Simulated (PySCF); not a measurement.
Correlation energy of N (nitrogen, neutral)

[He] 2s2 2p3, high-spin 4S determinant. Computed with PySCF 2.14 in x2c-QZVPPall (7s4p3d2f1g, 57 functions), with scalar relativity by spin-free X2C-1e. Frozen: 1s2; 5 electrons correlated.

```tsv
level	correlation energy (mhartree)
CCSD	-117.87
(T)	-2.81
CCSD(T)	-120.68
```

Diagnostics: T1 = 0.0067, D1 = 0.0150, largest double amplitude 0.033.

**Question.** Is a single reference adequate?

**Answer.** Yes: T1 lies below 0.03 and no double amplitude reaches 0.07.
